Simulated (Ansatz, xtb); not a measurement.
## A geometry optimisation of CHFInSi with r2SCAN-D4/def2-SVP

The starting geometry of this gas-phase doublet was built from a drawn formula by distance geometry and a force field; its bonds are those of `[H]/[C]=[Si](/F)[In]`.

```xyz
5

C    -0.6912    1.9378    0.3757
F    -2.3870    4.0954   -0.4959
In    0.2010    5.2422    1.2610
Si   -0.9892    3.4906    0.3105
H     0.2618    1.5065    0.8699
```

Task: Where would you expect an optimisation with r2SCAN-D4/def2-SVP to take it?

Result: A new bond forms, giving a structure given below by its coordinates. Distances that change by over a tenth: C1–Si4 (1.58 → 1.75 Å), In3–Si4 (2.32 → 3.04 Å). Contacts that close: C1–In3 (3.54 → 2.21 Å).

The energy falls by 2.36 eV over 20 steps:

| step | E − E(last) (eV) |
| --- | --- |
| 1 | 2.357 |
| 3 | 1.142 |
| 5 | 1.044 |
| 7 | 0.859 |
| 9 | 0.621 |
| 12 | 0.214 |
| 14 | 0.121 |
| 16 | 0.014 |
| 18 | 0.000 |
| 20 | 0.000 |

Final geometry (Å):

```xyz
5

C    -0.2147    2.6278    0.5967
F    -2.0636    4.4151   -0.1245
In   -0.2217    4.6300    1.5382
Si   -1.5816    2.8004   -0.4787
H     0.4772    1.7990    0.7895
```

From the same start GFN2-xTB ends elsewhere, differing in C1–In3 (4.66 against 2.21 Å here), F2–In3 (2.08 against 2.49 Å here), F2–Si4 (3.10 against 1.72 Å here).

The end wasn't checked by frequencies. Open shells are spin-unrestricted. Atoms past krypton carry core potentials, without spin–orbit terms. Run with Ansatz 0.2.0, 2.7 min on 1 thread of Intel(R) Xeon(R) Platinum 8375C CPU @ 2.90GHz (Ice Lake) (shared host).
